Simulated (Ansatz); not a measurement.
N-butylpyridinium bromide, `CCCC[n+]1ccccc1.[Br-]`. The state is a singlet with charge 0. Geometry r2SCAN-D4/def2-SVP.

```xyz
25

C    -3.641   -1.257    0.038
C    -2.649   -0.386   -0.723
C    -1.234   -0.479   -0.157
C    -0.254    0.384   -0.945
N     1.092    0.422   -0.356
C     1.499    1.549    0.316
C     2.842    1.589    0.789
C     3.616    0.456    0.775
C     3.083   -0.751    0.242
C     1.829   -0.728   -0.310
H    -3.354   -2.321   -0.004
H    -4.657   -1.169   -0.377
H    -3.685   -0.969    1.100
H    -2.645   -0.669   -1.793
H    -2.980    0.669   -0.688
H    -0.899   -1.533   -0.170
H    -1.215   -0.145    0.895
H    -0.161    0.031   -1.987
H    -0.615    1.423   -0.977
H     0.976    2.465    0.049
H     3.201    2.529    1.212
H     4.635    0.477    1.168
H     3.656   -1.679    0.240
H     1.367   -1.604   -0.771
Br    0.193    1.693    2.434
```

The 6-31G sets use Cartesian d functions. B3LYP takes the VWN-RPA correlation. The restricted singlet is unstable towards broken spin symmetry in Hartree–Fock (as tested in another run); at HF/6-31G this wasn't settled.

Q: Estimate the orbital energies around the gap (eV) in Ansatz with HF/6-31G, PBE-D4/def2-SVP, r2SCAN-D4/def2-TZVP, B3LYP-D4/6-31G, PBE0-D4/def2-TZVP.

A: 
| orbital | HF/6-31G | PBE-D4/def2-SVP | r2SCAN-D4/def2-TZVP | B3LYP-D4/6-31G | PBE0-D4/def2-TZVP |
| --- | --- | --- | --- | --- | --- |
| HOMO−13 | -16.07 | -10.35 | -10.85 | -11.72 | -12.05 |
| HOMO−12 | -15.68 | -10.11 | -10.62 | -11.44 | -11.80 |
| HOMO−11 | -15.30 | -9.62 | -10.10 | -11.01 | -11.29 |
| HOMO−10 | -14.92 | -9.37 | -9.83 | -10.73 | -11.02 |
| HOMO−9 | -14.66 | -9.27 | -9.73 | -10.63 | -10.91 |
| HOMO−8 | -13.93 | -8.70 | -9.15 | -9.98 | -10.28 |
| HOMO−7 | -13.44 | -8.61 | -9.00 | -9.73 | -10.09 |
| HOMO−6 | -13.12 | -8.23 | -8.63 | -9.38 | -9.72 |
| HOMO−5 | -12.80 | -7.88 | -8.30 | -9.07 | -9.39 |
| HOMO−4 | -11.59 | -7.60 | -7.97 | -8.53 | -8.91 |
| HOMO−3 | -11.14 | -7.43 | -7.78 | -8.36 | -8.72 |
| HOMO−2 | -8.58 | -4.86 | -5.39 | -5.73 | -6.26 |
| HOMO−1 | -8.55 | -4.79 | -5.36 | -5.70 | -6.24 |
| HOMO | -7.57 | -4.71 | -5.13 | -5.37 | -5.83 |
| LUMO | 1.83 | -2.33 | -2.41 | -1.60 | -1.73 |
| LUMO+1 | 2.93 | -1.65 | -1.69 | -0.84 | -0.99 |
| LUMO+2 | 5.30 | 0.41 | 0.58 | 1.60 | 0.76 |
| LUMO+3 | 5.92 | 0.88 | 1.06 | 2.17 | 1.23 |
| LUMO+4 | 6.12 | 1.01 | 1.25 | 2.32 | 1.39 |
| LUMO+5 | 6.64 | 1.40 | 1.58 | 2.81 | 1.63 |
